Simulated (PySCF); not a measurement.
**GaBr3, singlet: molecular constants**

These are results of PBE0 in PySCF with Ga def2-SVP, Br def2-SVP; no relativity; density-fitted integrals, not measurements.

The structure is a minimum.

Coordinates in bohr (charge 0 multiplicity 1):
```
Ga    0.0000    0.0000    0.0000
Br    4.2812    0.0000    0.0000
Br   -2.1407    3.7076    0.0000
Br   -2.1406   -3.7077    0.0000
```

| Item | Value |
| --- | --- |
| Point group | D3h |
| Bond lengths | Ga–Br 2.266 Å (×3) |
| Bond angles | Br–Ga–Br 120.0° (×3) |
| Dipole moment | 0.00 D |
| Entropy at 298.15 K and 1 bar | 359.3 J/(mol K) |
| Lowest empty level | -2.14 eV |
| Zero-point energy | 7.3 kJ/mol |
| Heat capacity Cp at 298.15 K | 78.3 J/(mol K) |
| Enthalpy at 298.15 K above 0 K | 19.00 kJ/mol |
| Principal quadrupole moments (Buckingham, traceless) about the centre of mass | -1.79, -1.79, 3.59 D Å |
| Rotational constants | 0.02775, 0.02775, 0.01387 cm⁻¹ |
| Principal polarisabilities | 44.8, 84.3, 84.3 bohr³ |
| Rotational symmetry number | 6 |
| Atomisation energy without zero-point energy | 966 kJ/mol |
| Highest occupied level | -8.59 eV |

Harmonic modes (masses in u: Ga 68.926, Br 78.918):
```tsv
symmetry	ω (cm⁻¹)	IR (km/mol, summed over degenerate members)
e'	83	4.7
a2''	114	5.8
a1'	230	0.0
e'	358	133
```

In D3h the vibrations span 2e' + a2'' + a1'. The a1' mode carries no infrared intensity, as symmetry demands.

Charges (e):
```csv
atom,Mulliken,Löwdin,polar tensor,Mayer order to Ga1
Ga1,0.54,-0.24,1.44,–
"Br2,3,4",-0.18,0.08,-0.48,1.14
```

Mulliken populations on Ga1: s 7.00, p 13.22, d 10.24.

Outer orbital energies (eV). occupied: -10.66, -10.66, -9.63, -8.98, -8.98, -8.93, -8.93, -8.59; empty: -2.14, -1.66, 1.64, 1.64.

Counting electrons, gallium keeps none of its valence electrons outside its bonds, so the VSEPR class is AX3 and the expected shape is trigonal planar (D3h), as computed.

The final relaxation and frequency run took roughly 2.2 core-minutes on a shared host.
